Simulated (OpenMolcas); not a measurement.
Co2+.

| Item | Value |
| --- | --- |
| Program | OpenMolcas 26.06 |
| Method | CASSCF |
| Basis | ANO-RCC-VTZP [6s5p3d2f1g] |
| Scalar Hamiltonian | DKH2, point nucleus |
| Active space | 7 electrons in 5 orbitals (3d) |
| State averaging | 2S+1 = 4 even, 10 roots; 2S+1 = 2 even, 40 roots kept (CI in the orbitals of an earlier block) |
| Spin-orbit coupling | RASSI with atomic mean-field integrals over the reference wave functions, term energies averaged over their components |

Levels without dynamic correlation, in cm⁻¹ above 3d⁷ ⁴F_9/2:

```
        Level      E
   3d⁷ ²P_3/2  25179
   3d⁷ ²G_9/2  19013
   3d⁷ ⁴P_5/2  19076
  3d⁷ ²H_11/2  25316
3d⁷ ²D_5/2(1)  27421
   3d⁷ ²F_5/2  43903
```

On this reference, MS-CASPT2, IPEA 0.25 Eh, imaginary shift 0.1 Eh (closed shells correlated: 3s 3p) puts 3d⁷ ²P_3/2 at 20240 cm⁻¹.

Estimate the other levels at that method by one scale factor, and say how well it serves.

The factor is 20240 / 25179 = 0.804. Scaled values beside those that MS-CASPT2 gives and measured ones (Sugar and Corliss, J. Phys. Chem. Ref. Data 10, 1097 (1981)):
```tsv
Level	Scaled	MS-CASPT2	Miss (%)	Measured
3d⁷ ²G_9/2	15286	16880	-9.4	16978
3d⁷ ⁴P_5/2	15337	15530	-1.2	15202
3d⁷ ²H_11/2	20354	23190	-12.2	22720
3d⁷ ²D_5/2(1)	22046	23240	-5.1	23059
3d⁷ ²F_5/2	35298	37320	-5.4	37021
```
For these levels the scaled values miss MS-CASPT2 by up to 12.2 %, as correlation changes each term by its own factor, spin-orbit parts do not scale and CASPT2 has its own spread within terms. This holds within one configuration; levels of others move differently, and the target method has errors of its own against measurement.

CASPT2 does not keep the components of a term degenerate, so their means are used; among the terms shown or strongly mixed into the levels shown the widest spread is 970 cm-1 (3d⁷ ⁴F, MS-CASPT2). Terms from blocks run as CI alone lack orbitals of their own. Without dynamic correlation excited terms often stand tens of per cent too high (terms of higher spin than the ground term too low), and those without a measured partner can miss by more than the paired ones (holds for CASSCF). The CASPT2 spread within a term exceeds the gap to the next term for 3d⁷ ²H and 3d⁷ ²D(1), so the order of their levels is uncertain (holds for MS-CASPT2). Computed and measured levels are paired by configuration, term and J; levels that our copy of the source lacks, or whose pairing is in doubt (as where it misses far off the trend of its configuration), stay unpaired and out of the deviations. Only configurations of the active space appear.

A number in round brackets counts repeated terms of one configuration in the order of the reference energies.
